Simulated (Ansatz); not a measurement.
Input file for Ansatz (a program for electronic structure): R-PBE0/def2-TZVPP on H5NSeSi (SMILES N[Se][SiH3]), a point of a torsion scan.

Ansatz 0.2 input:
```yaml
crystal:
  periodic: [false, false, false]
  atoms:
    - {symbol: N, position_ang: [1.84333410, 0.08994022, 0.06583612]}
    - {symbol: Se, position_ang: [0.19829900, -0.20062535, 0.94272789]}
    - {symbol: Si, position_ang: [-0.34372531, 1.99901378, 1.12176236]}
    - {symbol: H, position_ang: [2.43831352, 0.64904088, 0.67601302]}
    - {symbol: H, position_ang: [2.28963936, -0.81768329, -0.04378930]}
    - {symbol: H, position_ang: [0.72249675, 2.65804330, 1.87877664]}
    - {symbol: H, position_ang: [-0.46741000, 2.60620670, -0.19875528]}
    - {symbol: H, position_ang: [-1.59712983, 1.98638798, 1.86315480]}
basis:
  gaussian:
    orbitals: def2-TZVPP
hamiltonian:
  xc: {name: PBE0}
scf: {lower_state_search: off}
```

Program output:

```
WARN ansatz: RAYON_NUM_THREADS=1 ignored (pool sized by the plan → 1); use --threads N
Functional definition: PBE0
these checks for a lower state are left out or cut short: stability, starts, cluster_reference, orbital_swaps, neighbouring_geometries, increment
integrals: 0.11 GiB planned
1153 factors; their error is unknown
mean field: 0.95 GiB planned
mean field evaluation 1: about -74781.2392 eV, gradient 5.1e1 eV
mean field evaluation 2: about -74771.2205 eV, gradient 8.0e1 eV
mean field evaluation 4: about -74786.2119 eV, gradient 2.8e0 eV
mean field evaluation 8: about -74786.2325 eV, gradient 4.1e-2 eV
mean field evaluation 16: about -74786.6617 eV, gradient 5.2e-5 eV
mean field -74786.66171681 eV, -2748.3591258728 hartree, gradient 4.3e-6 eV, S^2 0.000000; 0 other end points of the search recorded, 0 dependent functions left out
reference -74786.66174526 eV, -2748.3591269182 hartree; 30, 30 occupied and 161, 161 virtual orbitals, 1153 factors
Total energy: -74786.66174526 eV, -2748.3591269182 hartree
Checks for a lower state left out: stability, starts, cluster_reference, orbital_swaps, neighbouring_geometries, increment
```

Self-consistency was reached.

Cost: around 3 core-seconds (rough).
